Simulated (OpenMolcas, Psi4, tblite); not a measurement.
**A ladder of methods for GaF (SMILES [F][Ga])**

GaF has 2 atoms, charge 0, and is taken as a singlet. As SMILES, `[F][Ga]`. Geometry: relaxed at PBE0-D4/def2-TZVP.

```xyz
2

F     0.0000    0.0000    0.0063
Ga    0.0000    0.0000    1.7929
```

Each level gives the vertical ionisation energy (to the doublet cation) (eV). The values are calculated.

```csv
level,kind,program,value (eV),less CCSD(T)/def2-TZVPPD,CPU time (all runs)
IPEA1-xTB,semi-empirical,tblite,16.67,+6.25,under 2 s
HF/def2-TZVPPD,Hartree–Fock,OpenMolcas,9.38,-1.04,15 s
SVWN5/def2-TZVPPD,LDA,OpenMolcas,10.78,+0.36,29 s
PBE/def2-TZVPPD,GGA,OpenMolcas,10.45,+0.03,39 s
revPBE/def2-TZVPPD,GGA,OpenMolcas,10.32,-0.10,39 s
r2SCAN/def2-TZVPPD,meta-GGA,OpenMolcas,10.42,0.00,53 s
M06-2X/def2-TZVPPD,hybrid meta-GGA,OpenMolcas,10.39,-0.03,53 s
HSE06/def2-TZVPPD,range-separated hybrid,Psi4,10.48,+0.06,81 s
CCSD(T)/def2-TZVPPD,coupled cluster or CI,Psi4,10.42,0.00,5.2 min
```

Differences are taken from CCSD(T)/def2-TZVPPD for orientation; it has basis-set and higher-order errors of its own. All-electron rows without a relativistic Hamiltonian named are non-relativistic. The values span 9.38 to 16.67 eV. The xTB values lack the empirical shift that such differences need. In the correlated wave-function rows the outer d shell of Ga is correlated, in sets not made for it. Times are those of the runs behind each value, whatever else they computed, on shared processors of several kinds: orders of magnitude only.
